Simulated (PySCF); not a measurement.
## MSH across the fifth-period p block

Level: PBE0, basis family def2-TZVP, scalar-relativistic core potentials from Rb on and no relativity for lighter atoms.

Each entry is the lowest minimum that a search over a few typed start shapes (and spin states, where more than one is plausible) found, or that minimum re-optimised at the stated level; isomers with ligand–ligand bonds, or fragments after loss of a ligand pair, can lie lower. Open shells are unrestricted; no spin–orbit coupling; PySCF with density fitting.

```
molecule  2S+1  point group  mean bond to the central atom (Å)  gap (eV)  distinct angles (°)  polar-tensor charge of the central atom  dipole (D)
    HInS     1          C∞v                              1.927      5.21                  180                                     0.74        4.29
    HSbS     1           Cs                              1.979      3.00                  100                                     0.63        2.77
     HIS     1           Cs                              1.972      4.10                  106                                     0.45        4.05
```

Left out of the table are members whose search was unfinished or whose lowest solution was spin-contaminated, unstable, very soft or bonded differently.
